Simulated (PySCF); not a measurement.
The dipole of `CC(C)CCS(=O)(=O)O` from its density and from atomic charges.

Coordinates (PBE0-D3(BJ)/def2-SVP, Å) and charges (e) from the PBE0/pcSseg-1 density (PySCF):

```tsv
atom	x	y	z	Mulliken	IAO	Hirshfeld	ESP-fitted
C1	-1.558	-0.298	-1.146	-0.2298	-0.4132	-0.1195	-0.4274
C2	-1.047	0.721	-0.136	-0.4089	-0.0947	-0.0221	+0.4978
C3	-2.192	1.497	0.505	-0.2190	-0.4062	-0.1120	-0.6484
C4	-0.185	0.085	0.959	-0.2009	-0.2565	-0.0646	-0.1258
C5	1.009	-0.734	0.493	-0.3522	-0.4547	-0.0715	-0.3216
S6	2.123	0.239	-0.504	+1.1756	+2.1177	+0.5640	+1.0835
O7	2.439	1.454	0.216	-0.5072	-0.8514	-0.2993	-0.4840
O8	1.679	0.278	-1.891	-0.5428	-0.8733	-0.3034	-0.5472
O9	3.439	-0.722	-0.479	-0.4629	-0.7273	-0.2118	-0.5930
H10	-0.735	-0.753	-1.716	+0.1325	+0.1402	+0.0291	+0.1082
H11	-2.132	-1.099	-0.649	+0.1006	+0.1239	+0.0331	+0.0904
H12	-2.225	0.183	-1.878	+0.1208	+0.1411	+0.0434	+0.1015
H13	-0.416	1.446	-0.680	+0.1525	+0.1359	+0.0292	-0.0317
H14	-2.790	2.020	-0.257	+0.1211	+0.1392	+0.0426	+0.1644
H15	-2.869	0.822	1.055	+0.1036	+0.1278	+0.0359	+0.1418
H16	-1.819	2.251	1.215	+0.1189	+0.1369	+0.0419	+0.1440
H17	0.183	0.873	1.635	+0.1495	+0.1495	+0.0407	+0.0572
H18	-0.813	-0.586	1.572	+0.1318	+0.1386	+0.0447	+0.0652
H19	0.739	-1.604	-0.123	+0.1676	+0.1657	+0.0551	+0.1089
H20	1.617	-1.078	1.342	+0.1816	+0.1780	+0.0606	+0.1721
H21	3.630	-0.944	-1.403	+0.2675	+0.3828	+0.1846	+0.4440
```

Q: Form Σ q r in debye for every column and set it beside the full dipole.

A: The full density gives (-1.19, -3.01, 0.69) D, 3.31 D in size; dipole vectors point from the negative to the positive end.

```tsv
scheme	μx	μy	μz	size (D)	share of the full size (%)	angle to the full dipole (°)
Mulliken	-2.32	-2.98	1.38	4.02	122	18
IAO	-1.70	-3.77	1.40	4.37	132	7
Hirshfeld	-0.45	-2.16	0.82	2.35	71	12
ESP-fitted	-1.24	-3.03	0.69	3.34	101	1
```

Q: Which set comes closest?

A: Length of the difference vector: ESP-fitted 0.05 D, Hirshfeld 1.13 D, IAO 1.16 D, Mulliken 1.33 D. Closest: ESP-fitted. 

Q: What is left for the Hirshfeld atoms' own dipoles?

A: The Hirshfeld atoms' densities add up to the full density, so μ = Σ q r + Σ (atomic dipoles). The atomic dipoles sum to (-1.19, -3.01, 0.69) − (-0.45, -2.16, 0.82) = (-0.74, -0.85, -0.13) D, 1.13 D in size.

Q: With the origin at the mean of the coordinates, (-0.092, 0.193, -0.089) Å, which are the largest single terms, by size, of the Hirshfeld dipole along the direction of the full one?

A: O7 +2.87, S6 -2.50, O8 +1.59, O9 +0.53, H21 -0.51 D; all 21 atoms together +2.30 D. The single terms depend on the origin, their sum doesn't.

Q: Give the size of the full dipole in other units.

A: 3.31 D = 1.302 au = 0.689 e·Å = 11.04 × 10⁻³⁰ C·m.

Geometry: PBE0-D3(BJ)/def2-SVP, one conformer, isolated molecule.

The values belong to the conformer `[CH3:1][CH:2]([CH3:3])[CH2:4][CH2:5][S:6](=[O:7])(=[O:8])[OH:9]`: C1–C2–C4–C5 55°, C2–C4–C5–S6 58°, C4–C5–S6–O7 51°, H–O9–S6–C5 121°.
